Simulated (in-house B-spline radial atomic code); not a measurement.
RPA and G0W0 on r2SCAN: V VI (V5+)

Configuration [Ne] 3s2 3p6, mean-field start r2SCAN. Computed with an all-electron radial atomic-structure program (B-spline basis): all electrons, non-relativistic, point nucleus, each spin shell either full or empty, empty states to l = 9 with an (l + 1/2)⁻⁴ tail; G0W0 by contour deformation at full frequency.

Command:
```bash
python run_gw.py task.json out
```
Settings (radii: box in bohr, nucleus in fm):
```
Z                        23
electrons                18
configuration            [Ne] 3s2 3p6
hamiltonian              nr
method                   r2scan
lmax                     9
spin_polarised           False
box_radius               10.43
intervals                49
```

Cost of the run: 1.4 s on 1 thread of Arm Neoverse N1, with other jobs on the host.

Energies (hartree):

```json
{"term": "mean-field total", "value": "-937.83447"}
{"term": "Hartree-Fock functional on these orbitals", "value": "-937.07054"}
{"term": "direct second order", "value": "-1.3763"}
{"term": "second-order exchange", "value": "0.45917"}
{"term": "SOSEX correction", "value": "0.41866"}
```

Question: What is the RPA correlation energy, and what remains with SOSEX?

Answer: RPA gives -1.2012 hartree (-1.82 eV per electron); RPA + SOSEX gives -0.78258, and the second-order doubles -0.91714 hartree (no singles). RPA lacks exchange-type terms and so overcorrelates at short range.

Quasi-particle levels (eV):

```csv
level,occupied,mean field,Σx - vxc,Σc,QP weight,G0W0
3p,yes,-118.31,-9.84,?,?,?
3d,no,-75.04,12.24,-3.10,0.967,-65.91
```

G0W0 = mean field + (Σx - vxc) + Σc, with Σc (partial-wave tail included) taken at the quasi-particle energy. Only the outer levels were computed. Levels of low weight are left out.

Question: Where does G0W0 put 3p?

Answer: At -128.41 eV, with Σc = -0.26 eV and a quasi-particle weight of 0.953. The tabulated removal energy is 128.125 ± 0.025 eV (NIST, measured); the calculation leaves out relativity, Breit and QED terms, and what these don't explain is the method's own error.
